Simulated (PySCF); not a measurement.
C2H11Si3 (doublet state).
Structure used (GFN2-xTB), in Å, numbered top down from 1:
```xyz
16
C2H11Si3 angstrom
Si     2.5337   -0.2401    0.0593
C      0.7694   -0.3908   -0.4566
C     -0.3399    0.2202    0.2691
Si    -1.2344    1.4743   -0.8745
Si    -1.5251   -1.1535    0.8929
H      2.7381   -0.7759    1.4161
H      2.9519    1.1715    0.1060
H      3.3695   -0.9724   -0.8929
H      0.5007   -0.9552   -1.3392
H      0.0352    0.7635    1.1412
H     -1.7744    0.7591   -2.0314
H     -2.3197    2.1224   -0.1354
H     -0.2637    2.4779   -1.3121
H     -2.6141   -0.5487    1.6631
H     -2.0687   -1.8719   -0.2605
H     -0.7660   -2.0714    1.7434
```

The hyperfine couplings belong to this conformer and change with its torsions.

As a line formula: `[SiH3][CH]C([SiH3])[SiH3]` [radical].

Level of theory: PySCF, UKS B3LYP, pcH-1 on C H Si, non-relativistic, mean-field spin-orbit, GIAO. Isolated species at its GFN2-xTB geometry (one conformer only). The geometry wasn't refined by DFT: couplings that depend on bond lengths, twists or pyramidal angles can differ widely from those at the functional's own minimum. No stability test was run, so a lower SCF solution isn't excluded.

The largest Mulliken spin population is on C2 (+0.92). The angles at C2 add up to 360.0°, so it is planar; its axial dipolar tensor and the negative coupling of its proton fit spin in a p orbital normal to that plane.

Task: Find Q in a(H) = Q·ρ(C) for the protons on the planar carbons that carry spin.

Result: 
```
 H   C    ρ(C)  a(H) (G)  a/ρ (G)
H9  C2  +0.919    -18.73    -20.4
```

One proton gives one ratio, Q = -20.4 G, and no test of linearity. In every row coupling and population have opposite signs.

Couplings in gauss use g_iso = 2.0025.

Time: 65 s wall (grids of density and orbitals included); peak memory 1.0 GiB. Hardware: Arm Neoverse V1, one thread, no GPU, shared host with 32 logical CPUs at a one-minute load of 20.
